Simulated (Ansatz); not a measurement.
One change: `BC(O)CC` becomes `BCO`.

Ansatz, PBE0-D4/def2-TZVP geometries, multiplicity 1. Each molecule was computed in one conformer, which needn't be the lowest.

```json
{"property": "LUMO energy (PBE0/def2-TZVPP) / eV", "`BC(O)CC`": "0.22"}
{"property": "HOMO–LUMO gap (PBE/def2-TZVPP) / eV", "`BC(O)CC`": "5.87"}
{"property": "HOMO–LUMO gap (PBE0/def2-TZVPP) / eV", "`BC(O)CC`": "8.17"}
{"property": "HOMO energy (PBE0/def2-TZVPP) / eV", "`BC(O)CC`": "-7.95"}
{"property": "HOMO–LUMO gap (ωB97M-V/def2-TZVPP) / eV", "`BC(O)CC`": "12.01"}
{"property": "HOMO energy (PBE/def2-TZVPP) / eV", "`BC(O)CC`": "-6.60"}
```

Q: What does the change do to each property? (Estimate.)

A: Computed: 
```csv
property,`BCO`,shift
LUMO energy (PBE0/def2-TZVPP) / eV,0.11,-0.11
HOMO–LUMO gap (PBE/def2-TZVPP) / eV,6.07,0.20
HOMO–LUMO gap (PBE0/def2-TZVPP) / eV,8.45,0.28
HOMO energy (PBE0/def2-TZVPP) / eV,-8.33,-0.38
HOMO–LUMO gap (ωB97M-V/def2-TZVPP) / eV,12.37,0.36
HOMO energy (PBE/def2-TZVPP) / eV,-6.94,-0.34
```

With PBE0 the HOMO falls by 0.38 eV and the LUMO falls by 0.11 eV, so the gap widens by about 0.27 eV. PBE moves the HOMO by -0.34 eV and ωB97M-V by -0.42 eV.
